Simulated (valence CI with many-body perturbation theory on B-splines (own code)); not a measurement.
## Tb59+: electric-dipole lines

Level of theory: configuration interaction combined with many-body perturbation theory (CI+MBPT): four valence electrons over a frozen Dirac-Fock core [He], radial functions for each j: 11 s, 11 p, 10 d, 8 f, 5 g, 2 h, with the one-electron correlation potential Σ1 (screened to all orders), the two-electron term Σ2, the three-electron term Σ3, Breit, model QED; selected single and double excitations, second order for the rest, scaled by the run's own slope (own B-spline code, finite nucleus).

No measured spectrum was set against this ion. As an estimate, large intervals hold to a few tenths of a per cent, small ones and those within an open d or f shell to about a per cent. Among the levels kept, up to 930 cm⁻¹ of a level comes from second order outside the variational space, and about a tenth of that is noise between levels of different J, which matters for small intervals.

Lines 201 to 250 of 554 in falling wavelength, among levels below 10212 eV, chosen from the strongest by gf and those to the six lowest levels. Wavelengths and rates use the calculated energies. Electric multipoles are in the length gauge, E1 and E2 with the static RPA response of the core. Weak lines are less certain than strong ones. Lines between different terms over intervals too small for the method are left out, as are lines whose strength nearly cancels. The highest levels of a list are the least certain.

Levels are named by their leading jj configuration (3d3/2^4 stands for four electrons in 3d with j = 3/2), which in mixed levels can hold well under half, so a name can repeat and another be missing. Letters in brackets count levels of one name in rising energy.

```
λ vac (Å)                           Upper                           Lower   A (s⁻¹)  S (a.u.)
    11.56  (2s 2p1/2 2p3/2 3p1/2) J=2 [c]          (2s^2 2p1/2 3p1/2) J=1  3.30e+12  1.26e-02
    11.55  (2s 2p1/2 2p3/2 3p1/2) J=1 [c]          (2s^2 2p1/2 3p1/2) J=0  3.58e+12  8.17e-03
    11.54  (2s 2p1/2 2p3/2 3d5/2) J=3 [d]          (2s^2 2p1/2 3d5/2) J=3  3.37e+12  1.79e-02
    11.54       (2p1/2^2 2p3/2 3d3/2) J=2          (2s 2p1/2^2 3d3/2) J=2  1.28e+12  4.84e-03
    11.54   (2p1/2 2p3/2^2 3p1/2) J=1 [b]  (2s 2p1/2 2p3/2 3p1/2) J=2 [c]  3.32e+12  7.55e-03
    11.52  (2s 2p1/2 2p3/2 3d5/2) J=2 [c]          (2s^2 2p1/2 3d5/2) J=2  2.64e+12  9.95e-03
    11.51  (2s 2p1/2 2p3/2 3d5/2) J=2 [d]          (2s^2 2p1/2 3d5/2) J=3  2.95e+12  1.11e-02
    11.51     (2s 2p1/2 2p3/2 3s) J=2 [c]             (2s^2 2p1/2 3s) J=1  3.15e+12  1.19e-02
    11.51      (2s 2p3/2^2 3d3/2) J=2 [b]          (2s^2 2p3/2 3d3/2) J=1  1.52e+12  5.72e-03
    11.51  (2s 2p1/2 2p3/2 3p3/2) J=1 [c]          (2s^2 2p1/2 3p3/2) J=1  2.35e+12  5.30e-03
    11.50  (2s 2p1/2 2p3/2 3d5/2) J=1 [c]          (2s^2 2p1/2 3d5/2) J=2  3.57e+12  8.04e-03
    11.50     (2s 2p1/2 2p3/2 3s) J=1 [c]             (2s^2 2p1/2 3s) J=0  3.23e+12  7.27e-03
    11.50       (2p1/2^2 2p3/2 3p1/2) J=2          (2s 2p1/2^2 3p1/2) J=1  2.03e+12  7.60e-03
    11.50  (2s 2p1/2 2p3/2 3p3/2) J=2 [e]          (2s^2 2p1/2 3p3/2) J=2  2.93e+12  1.10e-02
    11.49       (2p1/2 2p3/2^2 3p1/2) J=0  (2s 2p1/2 2p3/2 3p1/2) J=1 [c]  5.83e+12  4.36e-03
    11.48       (2p1/2^2 2p3/2 3d3/2) J=2          (2s 2p1/2^2 3d3/2) J=1  1.17e+12  4.36e-03
    11.48       (2p1/2^2 2p3/2 3d5/2) J=3          (2s 2p1/2^2 3d5/2) J=2  1.05e+12  5.49e-03
    11.47         (2s 2p3/2^2 3s) J=1 [b]             (2s^2 2p3/2 3s) J=1  5.15e+12  1.15e-02
    11.47   (2p1/2 2p3/2^2 3p3/2) J=1 [c]  (2s 2p1/2 2p3/2 3p3/2) J=2 [d]  2.12e+12  4.74e-03
    11.47      (2s 2p3/2^2 3d5/2) J=3 [c]          (2s^2 2p3/2 3d5/2) J=2  1.52e+12  7.91e-03
    11.47       (2p1/2^2 2p3/2 3d3/2) J=3          (2s 2p1/2^2 3d3/2) J=2  2.18e+12  1.14e-02
    11.46  (2s 2p1/2 2p3/2 3d3/2) J=1 [c]          (2s^2 2p1/2 3d3/2) J=2  3.06e+12  6.82e-03
    11.46         (2s 2p3/2^2 3s) J=1 [a]             (2s^2 2p3/2 3s) J=2  2.97e+12  6.61e-03
    11.46      (2s 2p3/2^2 3d3/2) J=1 [c]          (2s^2 2p3/2 3d3/2) J=0  2.01e+12  4.48e-03
    11.45      (2s 2p3/2^2 3p1/2) J=1 [b]          (2s^2 2p3/2 3p1/2) J=2  3.09e+12  6.85e-03
    11.44      (2s 2p3/2^2 3p3/2) J=3 [b]          (2s^2 2p3/2 3p3/2) J=3  4.32e+12  2.23e-02
    11.44      (2s 2p3/2^2 3d3/2) J=3 [b]          (2s^2 2p3/2 3d3/2) J=3  3.76e+12  1.95e-02
    11.44   (2p1/2 2p3/2^2 3p3/2) J=2 [c]  (2s 2p1/2 2p3/2 3p3/2) J=3 [c]  2.18e+12  8.04e-03
    11.44      (2s 2p3/2^2 3d5/2) J=4 [b]          (2s^2 2p3/2 3d5/2) J=4  3.90e+12  2.59e-02
    11.44      (2s 2p3/2^2 3p3/2) J=2 [b]          (2s^2 2p3/2 3p3/2) J=3  3.92e+12  1.45e-02
    11.44      (2s 2p3/2^2 3d3/2) J=1 [b]          (2s^2 2p3/2 3d3/2) J=2  3.24e+12  7.18e-03
    11.44      (2p1/2 2p3/2^2 3s) J=2 [b]     (2s 2p1/2 2p3/2 3s) J=2 [b]  1.79e+12  6.61e-03
    11.43  (2s 2p1/2 2p3/2 3p3/2) J=1 [d]          (2s^2 2p1/2 3p3/2) J=2  2.32e+12  5.13e-03
    11.43      (2s 2p3/2^2 3p1/2) J=2 [b]          (2s^2 2p3/2 3p1/2) J=2  5.06e+12  1.86e-02
    11.43      (2s 2p3/2^2 3p1/2) J=1 [a]          (2s^2 2p3/2 3p1/2) J=1  5.05e+12  1.12e-02
    11.41      (2s 2p3/2^2 3d5/2) J=3 [b]          (2s^2 2p3/2 3d5/2) J=4  3.98e+12  2.04e-02
    11.41   (2p1/2 2p3/2^2 3d3/2) J=2 [b]  (2s 2p1/2 2p3/2 3d3/2) J=2 [b]  1.20e+12  4.39e-03
    11.40      (2s 2p3/2^2 3d5/2) J=2 [c]  (2s 2p1/2 2p3/2 3p3/2) J=3 [a]  1.49e+12  5.47e-03
    11.39       (2p1/2 2p3/2^2 3p1/2) J=3      (2s 2p1/2 2p3/2 3p1/2) J=3  2.03e+12  1.04e-02
    11.39      (2s 2p3/2^2 3d3/2) J=2 [b]          (2s^2 2p3/2 3d3/2) J=2  2.34e+12  8.54e-03
    11.38      (2s 2p3/2^2 3d3/2) J=2 [c]          (2s^2 2p3/2 3d3/2) J=3  2.64e+12  9.60e-03
    11.38          (2s 2p1/2 2p3/2^2) J=0          (2s^2 2p1/2 2p3/2) J=1  3.02e+12  2.19e-03
    11.37       (2p1/2 2p3/2^2 3d3/2) J=4      (2s 2p1/2 2p3/2 3d3/2) J=4  2.00e+12  1.31e-02
    11.37       (2p1/2^2 2p3/2 3d3/2) J=1          (2s 2p1/2^2 3d3/2) J=1  2.25e+12  4.90e-03
    11.37          (2p1/2 2p3/2^2 3s) J=3         (2s 2p1/2 2p3/2 3s) J=3  1.28e+12  6.49e-03
    11.36      (2s 2p1/2 2p3/2^2) J=1 [a]          (2s^2 2p1/2 2p3/2) J=2  3.77e+11  8.20e-04
    11.36         (2s 2p3/2^2 3s) J=2 [b]             (2s^2 2p3/2 3s) J=2  4.79e+12  1.73e-02
    11.36       (2p1/2^2 2p3/2 3d5/2) J=1          (2s 2p1/2^2 3d5/2) J=2  2.71e+12  5.88e-03
    11.36       (2p1/2^2 2p3/2 3p3/2) J=2          (2s 2p1/2^2 3p3/2) J=1  1.13e+12  4.10e-03
    11.35      (2s 2p3/2^2 3d5/2) J=1 [b]          (2s^2 2p3/2 3d5/2) J=2  3.51e+12  7.60e-03
```
